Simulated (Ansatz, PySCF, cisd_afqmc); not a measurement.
Species: SnF, charge 0, doublet. SnF (SMILES [F][Sn], doublet).
B3LYP-D3(BJ)/def2-TZVP minimum from Ansatz (an electronic-structure program):
```
Sn
F 1 1.9637
```
Charge 0, spin multiplicity 2.

Atomisation energy term by term, kcal/mol (programs: Ansatz, cisd_afqmc). Open shells are spin-unrestricted; no spin-orbit coupling. Correlated methods leave the cores frozen (noble-gas shells, and filled d and f shells in the p block). Past Kr the def2 sets carry scalar-relativistic core potentials. The Monte Carlo rows (phaseless AFQMC, CISD trial, step 0.005/hartree) carry one-sigma bars that omit the constraint's bias. Outlying blocks are dropped, and bars are widened where a walk drifts. Over all cases where full CI ran beside it in this data, AFQMC minus full CI had a median of +0.1 mEh and passed +0.4 mEh in a tenth of the cases. CBS(X,Y): correlation extrapolated as X^-3, Hartree-Fock from the larger set. A bracket is a step between two methods taken in the basis named. Spin-orbit terms, left out, reach several kcal/mol for Br and I, and more for heavier atoms. The spin of FSn ([F][Sn], doublet) was assumed, and the state is the lowest solution found for it.

| term | basis | kcal/mol |
|---|---|---|
| Hartree-Fock | def2-QZVPP | 71.38 |
| CCSD correlation | CBS(def2-TZVPP,def2-QZVPP) | 41.22 |
| (T) | CBS(def2-TZVPP,def2-QZVPP) | 4.11 |
| CCSDT(Q) - CCSD(T) | def2-QZVPP | 0.03 |
| CCSDTQ - CCSDT(Q) | def2-SVP | -0.08 |
| minus zero-point energy | Hessian by PySCF at B3LYP-D3(BJ)/def2-TZVP | -0.81 |
| sum: D0 |  | 115.9 |

The step beyond CCSD(T) by other levels: CCSDTQ in def2-SVP 0.39; AFQMC/CISD in def2-SVP 0.69 ± 0.33; CCSDT(Q) in def2-SVP 0.47; CCSDT(Q) in def2-TZVPP 0.11 kcal/mol.
